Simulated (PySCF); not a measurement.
Vertical excitations of a molecule C₃H₈FNSi from TDA-ωB97X/def2-SVPD (PySCF 2.14.0), as energy in eV (oscillator strength): 4.51 (0.005), 7.05 (0.081), 7.17 (0.001), 7.70 (0.278), 7.89 (0.107), 8.20 (0.013), 8.59 (0.227), 8.70 (0.059), 8.88 (0.102), 8.94 (0.016). Lowest triplet (TDA): 3.68 eV. Coordinates come from a PBE0-D3(BJ)/def2-SVP optimisation. The values are those of a single conformer.

Question: Pick the molecule that these values belong to.
A) C=CN(C)[SiH2]F
B) CC/N=C/[SiH2]F
C) C=C(CN)[SiH2]F
D) N[Si@H](F)C1CC1

Answer: B, CC/N=C/[SiH2]F
